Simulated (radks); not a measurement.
The germanium ion Ge6+, configuration [Ar] 3d8 (the NIST ground configuration). Calculated with a radial shooting solver on a logarithmic mesh with Libxc functionals: Dirac Kohn-Sham, BLYP, spin-unpolarised, spherical densities, point nucleus; open shells are shared between the two j in proportion to 2j + 1. Some entries of the table are withheld. Estimate them.

orbital  occ.  eigenvalue (eV)  r(max) (bohr)
1s1/2       2        -11072.40        0.03072
2s1/2       2        -1483.687         0.1761
2p1/2       2        -1332.378         0.1391
2p3/2       4        -1300.475         0.1421
3s1/2       2              (1)         0.5383
3p1/2       2              (2)            (3)
3p3/2       4              (4)            (5)
3d3/2     3.2              (6)            (7)
3d5/2     4.8              (8)            (9)

Answer. 
(1) 3s1/2 eigenvalue (eV): -273.8151
(2) 3p1/2 eigenvalue (eV): -223.5374
(3) 3p1/2 r(max) (bohr): 0.5315
(4) 3p3/2 eigenvalue (eV): -218.9995
(5) 3p3/2 r(max) (bohr): 0.5395
(6) 3d3/2 eigenvalue (eV): -133.1756
(7) 3d3/2 r(max) (bohr): 0.4849
(8) 3d5/2 eigenvalue (eV): -132.4861
(9) 3d5/2 r(max) (bohr): 0.4873
